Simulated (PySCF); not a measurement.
Input of a run (PBE0-D3(BJ)/def2-SVP geometry optimisation, gas phase (PySCF 2.14.0)), started from GFN2-xTB:
```
{"job": {"xc": "PBE0", "basis": "def2-SVP", "d3": "d3bj", "grid": 1, "shake": 0.01, "kind": "geom"}, "charge": 0, "multiplicity": 1}
O     -1.202400    -0.757280     0.282730
Si    -0.303090     0.572140     0.074510
Se     1.741810    -0.029220    -0.766770
H     -1.303350    -1.401890    -0.392760
H     -0.807870     1.488090    -0.941790
H     -0.162380     1.082970     1.426630
H      2.071230    -0.983910     0.267530
```

Output (energies in Eh, forces in Eh/bohr):
```
step   0  E = -2767.80328514  max force = 0.023257
step   1  E = -2767.80735328  max force = 0.006420
step   2  E = -2767.80777249  max force = 0.003036
step   3  E = -2767.80782426  max force = 0.000704
step   4  E = -2767.80783828  max force = 0.000369
optimisation converged
```

**Question.** Summarise the run.

**Answer.** The energy falls by 12.0 kJ/mol over 5 energy and gradient evaluations, the largest force component goes from 0.0233 to 3.7e-04 Eh/bohr, and the atoms move by 0.076 Å rms after alignment. The bond that changes most is O1–Si2 (silanol oxygen to oxygen-bound silicon), which lengthens by 0.042 Å. Bonds longer at the end by more than 0.005 Å: 5 of 6; shorter: 1. Among the angles that change most is H5–Si2–H6, from 117.5° to 111.5°. The energy never rose by more than 1e-6 Eh on the way. The first step brought 89 % of the lowering.

**Question.** What are the final bond lengths?

**Answer.** O1–Si2 1.661 Å, Si2–Se3 2.283 Å, O1–H4 0.962 Å, Si2–H5 1.493 Å, Si2–H6 1.484 Å, Se3–H7 1.472 Å. Numbering counts from 1 in the input's order; the species is `O[SiH2][SeH]`.

The run used 84 basis functions and 32 SCF cycles in all.

PBE0-D3(BJ)/def2-SVP frequencies: not computed here. One conformer, not necessarily the lowest.

Conformer computed: `[OH:1][SiH2:2][SeH:3]`: H–O1–Si2–Se3 -49°, H–Se3–Si2–O1 -62°.
